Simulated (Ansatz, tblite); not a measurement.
Cost and result up the ladder for Ga8N8H22, a nanocrystal cut from wurtzite GaN (hydrogen-capped) (38 atoms). Charge 0, multiplicity 1. Geometry: r2SCAN-D4/def2-SVP.

```csv
atom,x (Å),y (Å),z (Å)
Ga1,-2.472,2.690,-0.741
N2,-1.551,2.987,1.042
N3,-1.714,0.896,-1.180
Ga4,0.237,0.984,-1.412
Ga5,-0.404,1.536,1.795
N6,0.952,1.231,0.414
N7,0.828,-0.814,-1.945
Ga8,2.788,-0.850,-2.325
Ga9,2.159,-0.188,1.023
N10,3.470,-0.388,-0.471
Ga11,-2.405,-0.430,0.067
N12,-1.465,-0.091,1.742
N13,-1.625,-2.157,-0.579
Ga14,0.363,-2.293,-0.767
Ga15,-0.399,-1.666,2.394
N16,1.035,-1.773,0.989
H17,-1.905,3.771,-1.726
H18,-4.000,2.539,-0.404
H19,-0.987,3.840,0.978
H20,-2.269,3.217,1.734
H21,-2.104,0.687,-2.107
H22,0.704,2.114,-2.388
H23,0.145,1.974,3.193
H24,1.518,2.087,0.382
H25,0.400,-0.997,-2.861
H26,3.178,0.347,-3.260
H27,3.239,-2.334,-2.580
H28,2.925,0.104,2.355
H29,4.019,0.475,-0.533
H30,4.156,-1.098,-0.201
H31,-3.959,-0.559,0.182
H32,-2.188,0.000,2.466
H33,-2.070,-2.421,-1.463
H34,-1.915,-2.885,0.084
H35,0.754,-3.731,-1.238
H36,0.264,-1.295,3.768
H37,-1.309,-2.953,2.247
H38,1.611,-2.555,1.322
```

Ansatz on 2 threads of AMD EPYC 7R13 on a shared host and a share (18 GiB) of an NVIDIA H100 80GB HBM3; xTB runs through tblite on one thread. Times are rough, summed over both states, and most runs start from the orbitals of an earlier one. PBE0-D4/def2-TZVP serves as the yardstick here, not as an exact answer. The other state is a doublet.

The xTB rows come from tblite. Single mean-field runs in def2-TZVP are fitted with def2-universal-jkfit.

Run but left out: PBE-D4/def2-TZVP (charge +1 doublet: an occupied level 0.08 eV above an empty one).

Raw xTB energies of ions are shifted by several eV.

```tsv
level	functions	wall time	vertical IE (eV)	difference from PBE0-D4/def2-TZVP (eV)
GFN2-xTB	126	0.2 s	13.09	4.22
GFN1-xTB	148	0.25 s	11.48	2.61
HF/def2-TZVP (with forces)	764	17 s	9.13	0.27
PBE0-D4/def2-TZVP	764	23 s	8.87	0.00
```
